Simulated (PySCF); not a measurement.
## How methods differ on the excitation energy of W

W [Xe] 4f14 5d4 6s2 (5D) → W [Xe] 4f14 5d4 6s1 7s1 (7D), as a difference of total energies. All numbers are calculated (PySCF 2.14, a scalar-relativistic core potential, in aug-cc-pVTZ-PP with ECP60MDF). Correlated levels: valence: 5s2 5p6 frozen. The calculations carry no spin-orbit coupling.

```
           method  excitation energy (cm⁻¹)
              UHF                     28862
    MP2 (valence)                     38902
SCS-MP2 (valence)                     41684
   CCSD (valence)                     39729
CCSD(T) (valence)                     40846
```

The promoted electron is Rydberg-like, and one or two diffuse shells describe it only roughly, which tends to raise the upper state.
